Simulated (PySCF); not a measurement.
Vertical excitation energies

Compound: C3H9NOSi2.
Geometry (PBE0-D3(BJ)/def2-SVP, Å), atoms numbered from 1 in this order:
```xyz
16
C3H9NOSi2 angstrom
O      2.9000   -0.6144    0.6158
C      2.2333   -1.4562    0.0563
N      1.0641   -1.1731   -0.5776
Si     0.4637    0.5020   -0.5935
C     -1.3413    0.3977   -1.1640
Si    -1.8104    0.4063    0.6868
C     -0.0748    1.0454    1.1319
H      2.5301   -2.5324    0.0228
H      0.5699   -1.9399   -1.0204
H      1.4027    1.3711   -1.3581
H     -1.6576    1.3390   -1.6453
H     -1.6661   -0.4364   -1.8028
H     -2.9603    1.2840    1.0671
H     -2.0671   -0.9734    1.2034
H     -0.0727    2.1456    1.2193
H      0.4697    0.6273    1.9892
```

Level of theory: TDDFT B3LYP/def2-SVPD, vertical, gas phase, core orbitals frozen in the response in PySCF.

```tsv
state	E (eV)	λ (nm)	f	main configurations (H = HOMO, L = LUMO)
S1	5.46	227.1	0.0007	H→L (54%), H-1→L (32%)
S2	6.32	196.1	0.031	H-1→L (41%), H→L (30%), H→L+1 (16%)
S3	6.52	190.2	0.015	H→L+1 (50%), H-1→L (18%), H-1→L+1 (15%)
S4	6.68	185.5	0.0097	H→L+2 (68%), H→L+1 (13%), H-2→L (12%)
S5	6.77	183.1	0.0088	H-1→L+1 (75%), H→L+1 (16%)
S6	6.86	180.6	0.016	H-1→L+2 (57%), H-2→L (27%)
S7	6.94	178.7	0.0019	H→L+3 (67%), H-1→L+3 (22%)
S8	7.02	176.6	0.064	H-2→L (40%), H-2→L+1 (20%), H→L+2 (11%)
S9	7.12	174.2	0.0071	H-2→L+1 (66%), H-3→L (12%)
S10	7.23	171.5	0.0098	H→L+4 (29%), H-2→L+2 (29%), H-1→L+3 (16%)
```

Triplets, Tamm–Dancoff:

```tsv
state	E (eV)	λ (nm)	main configurations (H = HOMO, L = LUMO)
T1	4.97	249.3	H→L (52%), H-1→L (32%)
T2	5.31	233.3	H-1→L (32%), H-2→L (27%), H→L (14%)
T3	6.20	199.8	H→L+1 (30%), H→L (16%), H-1→L+1 (13%)
T4	6.41	193.4	H→L+1 (28%), H-2→L (19%), H-1→L+1 (11%)
```

The lowest singlet comes at 227 nm (527 kJ/mol) in the ultraviolet; it is very weak; its leading configuration is HOMO→LUMO (54%). The most intense listed level is S8 at 7.02 eV (177 nm, f = 0.064), 1.56 eV above S1. Löwdin shares by element: HOMO oxygen 38%, carbon 22% or more, nitrogen 10% (atoms not listed hold the other 30%); LUMO carbon 29% or more, oxygen 21%, nitrogen 12%, silicon 8% or more (atoms not listed hold the other 30%). Orbital energies (eV): HOMO-3 -8.46, HOMO-2 -8.08, HOMO-1 -7.63, HOMO -7.46, LUMO -0.37, LUMO+1 -0.10, LUMO+2 0.13. The listed states span 1.77 eV, and the widest gap between neighbours is 0.87 eV (S1 to S2). The oscillator strengths of these states sum to 0.163; summed over the whole spectrum of an exact calculation they would give the number of electrons, 70 (Thomas–Reiche–Kuhn). The vertical ionisation energy (ΔSCF) is 9.35 eV, 2.12 eV above S10. Only the lowest 10 singlets were computed, as vertical energies without vibronic structure.

On an Arm Neoverse V1 with one thread (shared host), this took 5.2 min wall and 0.93 GiB of memory at its peak.

One conformer stands for the species.
